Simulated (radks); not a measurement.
Spherical jellium clusters: N electrons in a uniform positive sphere of charge N and radius rs N^(1/3), rs = 3.57 bohr. Calculated with a radial shooting solver with Libxc functionals: non-relativistic Kohn-Sham, LDA (Slater exchange, Perdew-Wang correlation), spin-polarised, spherical densities. Levels are named by radial order and angular momentum (1s, 1p, 1d, 2s, ...), and open shells are averaged over m.

N = 15, configuration 1s2 1p6 1d(up 5, down 2). This is the lowest configuration that the search found. Occupied and some empty levels:

| level | occupation | eigenvalue (eV) | <r> (bohr) |
|---|---|---|---|
| 1s up | 1 | -5.8214 | 5.465 |
| 1s down | 1 | -5.5844 | 5.321 |
| 1p up | 3 | -4.6424 | 6.619 |
| 1p down | 3 | -4.3434 | 6.599 |
| 1d up | 5 | -3.2217 | 7.513 |
| 1d down | 2 | -2.9158 | 7.575 |
| 2s up | 0 | -2.7103 | 6.661 |
| 2s down | 0 | -2.5560 | 6.785 |
| 1f up | 0 | -1.6439 | 8.446 |
| 1f down | 0 | -1.3666 | 8.608 |
| 2p up | 0 | -1.1815 | 8.954 |
| 2p down | 0 | -1.0415 | 9.195 |

Energy (eV): total -25.9798, kinetic 32.331, external -816.83, Hartree 400.78, exchange-correlation -59.499, background 417.24.

Electron density:

| r (bohr) | n(r) (e/bohr^3) |
|---|---|
| 0.288 | 0.002778 |
| 1.37 | 0.003157 |
| 2.46 | 0.003989 |
| 3.54 | 0.005080 |
| 4.62 | 0.005997 |
| 5.71 | 0.006140 |
| 6.79 | 0.005125 |
| 7.88 | 0.003299 |
| 8.96 | 0.001608 |
| 10.0 | 0.0006381 |
| 11.1 | 0.0002230 |
| 12.2 | 0.00007349 |
| 13.3 | 0.00002326 |
| 14.4 | 7.117e-06 |
